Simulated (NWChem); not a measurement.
Molecule: CH$_{4}$BeO; SMILES [O](C)[BeH]

```xyz
7

Be    -0.0122     1.6436    -0.0028
H     -0.0322     2.9825    -0.0063
O      0.0085     0.2406     0.0015
C     -0.0041    -1.1430    -0.0006
H      0.8911    -1.5553     0.5177
H     -0.9064    -1.5394     0.5177
H     -0.0073    -1.5449    -1.0391
```
Atoms are numbered in this order, from 1.

Geometry: optimised at PBE-D3(BJ)/def2-SVP.

 Unshifted, non-relativistic core excitations; the lowest 4 roots alone, so stronger bands may lie above.

Problem. List the first O K-edge excitations from PBE0/def2-TZVP, restricted-window TDA (NWChem).

Solution. 
```
state  energy (eV)  dipole oscillator strength           leading excitation (squared amplitude)
-----  -----------  --------------------------  -----------------------------------------------
S1           521.1                      0.0116  1s of atom 3 or its equivalents → LUMO+1 (0.98)
S2           521.1                      0.0117  1s of atom 3 or its equivalents → LUMO+2 (0.98)
S3           521.4                      0.0003    1s of atom 3 or its equivalents → LUMO (0.96)
S4           522.9                      0.0027  1s of atom 3 or its equivalents → LUMO+3 (0.88)
```
